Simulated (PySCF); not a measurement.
Spectra and structures to be paired. The calculation used PySCF, TDDFT PBE0/def2-SVPD, vertical, gas phase, core orbitals frozen in the response. Geometries: PBE0-D3(BJ)/def2-SVP; one conformer of each isolated species. Triplets are in the Tamm–Dancoff approximation. Atoms past krypton carry core potentials; spin–orbit coupling is left out.

A. `C=CCC=O`
B. `O1CC=CC1`
C. `O[SiH2]C(F)(F)F`
D. `[NH]=[Ta]([O][SiH3])([O][SiH3])[O][SiH3]`
E. `C#CCCO`

Lowest singlet levels (six at most, fewer where fewer were computed) with oscillator strengths:

1. 208 nm (f 0.084); 194 nm (f 0.005); 173 nm (f 0.000); 168 nm (f 0.036); 163 nm (f 0.008); 159 nm (f 0.186); T1 4.20 eV
2. 171 nm (f 0.001); 155 nm (f 0.008); 144 nm (f 0.009); 140 nm (f 0.012); 138 nm (f 0.022); 136 nm (f 0.081); T1 6.86 eV
3. 223 nm (f 0.000); 217 nm (f 0.009 summed over 2 states); 209 nm (f 0.019); 205 nm (f 0.017); 204 nm (f 0.018); 188 nm (f 0.000); T1 5.03 eV
4. 188 nm (f 0.000); 180 nm (f 0.003); 179 nm (f 0.000); 176 nm (f 0.001); 168 nm (f 0.017); 167 nm (f 0.018); T1 5.29 eV
5. 284 nm (f 0.001); 211 nm (f 0.013); 193 nm (f 0.042); 175 nm (f 0.023); 165 nm (f 0.037); 164 nm (f 0.375); T1 3.73 eV

Task: Match each spectrum to its molecule.

Result: 1 = B, 2 = C, 3 = D, 4 = E, 5 = A.
- A: S1 at 4.37 eV, HOMO→LUMO (76%), HOMO-1→LUMO (22%); Löwdin shares by element: HOMO carbon 40% or more, oxygen 36% (atoms not listed hold the other 24%); LUMO carbon 51% or more, oxygen 35%, hydrogen 6% or more; HOMO -7.48 and LUMO -0.83 eV.
- B: S1 at 5.95 eV, HOMO→LUMO (91%), HOMO-1→LUMO (8%); Löwdin shares by element: HOMO carbon 39% or more, oxygen 25% (atoms not listed hold the other 36%); LUMO carbon 74% or more, hydrogen 6% or more (atoms not listed hold the other 20%); HOMO -6.77 and LUMO 0.22 eV; point group C2v, 1 of its 6 listed states under f = 0.0005.
- C: S1 at 7.27 eV, HOMO→LUMO (97%); Löwdin shares by element: HOMO oxygen 27%, silicon 18%, carbon 18%, fluorine 9% or more (atoms not listed hold the other 28%); LUMO silicon 31%, oxygen 23%, hydrogen 21% or more (atoms not listed hold the other 25%); HOMO -9.22 and LUMO -0.48 eV.
- D: S1 at 5.55 eV, HOMO-1/HOMO→LUMO+1 (≥56%), HOMO-1/HOMO→LUMO+2 (≥26%); for S1 the Löwdin share of tantalum is 20% in HOMO-1 and 57% in LUMO+1; HOMO -7.72 and LUMO -0.54 eV.
- E: S1 at 6.59 eV, HOMO→LUMO+1 (51%), HOMO→LUMO+3 (25%), HOMO-1→LUMO+2 (20%); Löwdin shares by element: HOMO carbon 89% or more, hydrogen 4% or more; LUMO oxygen 34%, hydrogen 28% or more, carbon 18% or more (atoms not listed hold the other 19%); HOMO -7.77 and LUMO 0.48 eV.

A slash joins orbitals within 0.01 eV of each other, whose weights are summed (≥ marks a lower bound).
